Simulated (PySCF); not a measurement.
O2Se, charge -1, doublet, geometry from GFN2-xTB (a state made from the parent by changing its charge; the spin is typed, not shown lowest) (in this run its highest filled SCF level lies above zero, so its values depend strongly on the basis, on diffuse functions most of all); DF-B97M-V/STO-3G in PySCF.

Here is a job for PySCF.
```python
from pyscf import gto, scf, dft

mol = gto.Mole()
mol.atom = '''
    O    -1.361772    0.598247    0.035147
    Se    0.015899   -0.312514   -0.026176
    O     1.294203    0.729935    0.076102
'''
mol.basis = 'sto-3g'
mol.charge = -1
mol.spin = 1
mol.verbose = 4
mol.build()

mf = dft.UKS(mol)
mf.xc = 'b97m_v'
mf = mf.density_fit(auxbasis='def2-universal-jkfit')
mf.kernel()
```

Output, abridged:

```
PySCF version 2.14.0

[INPUT] verbose = 4
[INPUT] num. atoms = 3
[INPUT] num. electrons = 51
[INPUT] charge = -1
[INPUT] spin (= nelec alpha-beta = 2S) = 1
[INPUT] symmetry False subgroup None
[INPUT] Mole.unit = angstrom
[INPUT] Symbol           X                Y                Z      unit          X                Y                Z       unit  Magmom
[INPUT]  1 O     -1.361772000000   0.598247000000   0.035147000000 AA   -2.573376124101   1.130522984843   0.066418204100 Bohr   0.0
[INPUT]  2 Se     0.015899000000  -0.312514000000  -0.026176000000 AA    0.030044755654  -0.590565870092  -0.049465471037 Bohr   0.0
[INPUT]  3 O      1.294203000000   0.729935000000   0.076102000000 AA    2.445689219590   1.379377238734   0.143811937532 Bohr   0.0

nuclear repulsion = 186.923525288033
number of shells = 14
number of NR pGTOs = 84
number of NR cGTOs = 28
basis = sto-3g
ecp = {}

******** <class 'pyscf.df.df_jk.DFUKS'> ********
method = DFUKS
initial guess = minao
damping factor = 0
level_shift factor = 0
DIIS = <class 'pyscf.scf.diis.CDIIS'>
diis_start_cycle = 1
diis_space = 8
diis_damp = 0
SCF conv_tol = 1e-09
SCF conv_tol_grad = None
SCF max_cycles = 50
direct_scf = False
number electrons alpha = 26  beta = 25
XC library pyscf.dft.libxc version 7.1.2
    S. Lehtola, C. Steigemann, M. J. T. Oliveira, and M. A. L. Marques,  SoftwareX 7, 1–5 (2018)
XC functionals = b97m_v
    N. Mardirossian and M. Head-Gordon,  J. Chem. Phys. 142, 074111 (2015)
radial grids:
    Treutler-Ahlrichs [JCP 102, 346 (1995); DOI:10.1063/1.469408] (M4) radial grids

becke partition: Becke, JCP 88, 2547 (1988); DOI:10.1063/1.454033
pruning grids: <function nwchem_prune>
grids dens level: 3
symmetrized grids: False
atomic radii adjust function: <function treutler_atomic_radii_adjust>
** Following is NLC and NLC Grids **
NLC functional = b97m_v
radial grids:
    Treutler-Ahlrichs [JCP 102, 346 (1995); DOI:10.1063/1.469408] (M4) radial grids

becke partition: Becke, JCP 88, 2547 (1988); DOI:10.1063/1.454033
pruning grids: <function nwchem_prune>
grids dens level: 3
symmetrized grids: False
atomic radii adjust function: <function treutler_atomic_radii_adjust>
small_rho_cutoff = 0
Set gradient conv threshold to 3.16228e-05
tot grids = 48592
tot grids = 48592
init E= -2520.28284663301

cycle= 1 E= -2522.66102389235  delta_E= -2.38  |g|= 0.353  |ddm|= 2.11
cycle= 2 E= -2522.63971321776  delta_E= 0.0213  |g|= 0.359  |ddm|=  1.3
cycle= 3 E= -2522.7699465096  delta_E= -0.13  |g|= 0.016  |ddm|= 0.796
cycle= 4 E= -2522.77020634748  delta_E= -0.00026  |g|= 0.0013  |ddm|= 0.0387
cycle= 5 E= -2522.77020755091  delta_E= -1.2e-06  |g|= 0.00139  |ddm|= 0.00475
cycle= 6 E= -2522.77020430863  delta_E= 3.24e-06  |g|= 0.00256  |ddm|= 0.00573
cycle= 7 E= -2522.7702090161  delta_E= -4.71e-06  |g|= 3.35e-05  |ddm|= 0.00385
cycle= 8 E= -2522.77020901837  delta_E= -2.27e-09  |g|= 4.11e-06  |ddm|= 0.000164
cycle= 9 E= -2522.77020901839  delta_E= -2.64e-11  |g|= 1.09e-07  |ddm|= 1.15e-05
Extra cycle  E= -2522.77020901839  delta_E= 2.73e-12  |g|= 5.14e-08  |ddm|= 5.73e-07
converged SCF energy = -2522.77020901839  <S^2> = 0.75024415  2S+1 = 2.0002441
```
